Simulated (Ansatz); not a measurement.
System: sum formula H5GeO4, charge 1, multiplicity 1. It need not be the lowest isomer of its formula. SMILES: [OH][Ge]([OH])([OH])[OH2+]
Geometry from a B3LYP-D3(BJ)/def2-TZVP (Ansatz, a first-principles code) optimisation:
```xyz
10

O      0.1353     1.3559    -1.1613
Ge    -0.0199    -0.1420     0.1118
O     -1.1948     0.6966     1.0663
O     -0.4945    -1.4500    -0.9052
O      1.6044    -0.2470     0.6857
H     -0.2096     2.2210    -0.8827
H     -1.0501     0.7151     2.0228
H     -1.4444    -1.5897    -1.0279
H      2.0382    -1.1060     0.5785
H      0.8994     1.4609    -1.7515
```
Charge +1, spin multiplicity 1.

Parts of the frozen-core correlation energy in cc-pVTZ (Ansatz, hartree). Frozen orbitals: 18; correlated occupied orbitals by spin: 16 and 16; virtual: 199 and 199. No spin-orbit coupling. Non-relativistic.

```json
[
 {"term": "reference (HF)", "value": "-2377.75618"},
 {"term": "MP2 opposite-spin", "value": "-0.80790"},
 {"term": "MP2 same-spin", "value": "-0.27668"},
 {"term": "CCSD correlation", "value": "-1.09294"},
 {"term": "(T)", "value": "-0.03880"},
 {"term": "T1 diagnostic", "value": "0.012"},
 {"term": "largest doubles amplitude", "value": "0.019"}
]
```
